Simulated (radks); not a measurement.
Values are calculated unless marked as measured or tabulated.
Initial-state core-level shifts of the praseodymium ion Pr+ when its valence configuration changes from [Xe] 4f3 6s1. Level of theory: Dirac Kohn-Sham, BLYP, spin-unpolarised, spherical densities, finite nucleus; open shells fill j = l - 1/2 first; Fermi nuclear charge, rms radius 4.8919 fm (a radial shooting solver on a logarithmic mesh with Libxc functionals). Shifts are changes of the shell-averaged eigenvalues in eV (positive: less bound); the change of the density at the nucleus, which sets a Mossbauer isomer shift, is in e/bohr^3, on a base of 4.171e+05.

[
 {"valence": "4f2.5 6s1 6p0.5", "2s": "-4.684", "3p": "-5.088", "4s": "-4.878", "5s": "-3.116", "density at nucleus": "+14.02"},
 {"valence": "4f1 6s1 6p2", "2s": "-22.091", "3p": "-24.182", "4s": "-22.675", "5s": "-13.325", "density at nucleus": "+70.41"},
 {"valence": "6s2 6p2", "2s": "-34.752", "3p": "-38.246", "4s": "-35.292", "5s": "-19.574", "density at nucleus": "+152.46"},
 {"valence": "4f1 5d2 6s1", "2s": "-14.690", "3p": "-16.885", "4s": "-15.498", "5s": "-6.691", "density at nucleus": "+51.51"},
 {"valence": "4f2 6s1 6p1", "2s": "-10.023", "3p": "-10.921", "4s": "-10.392", "5s": "-6.434", "density at nucleus": "+30.79"},
 {"valence": "4f1 5d1 6s2", "2s": "-17.346", "3p": "-19.494", "4s": "-18.063", "5s": "-9.068", "density at nucleus": "+86.76"},
 {"valence": "4f3.5 6p0.5", "2s": "+2.786", "3p": "+3.098", "4s": "+2.976", "5s": "+1.685", "density at nucleus": "-29.56"},
 {"valence": "4f2.5 5d1 6p0.5", "2s": "-2.576", "3p": "-3.034", "4s": "-2.825", "5s": "-1.066", "density at nucleus": "-12.95"},
 {"valence": "5d1 6s2 6p1", "2s": "-30.592", "3p": "-34.162", "4s": "-31.334", "5s": "-16.108", "density at nucleus": "+136.54"}
]
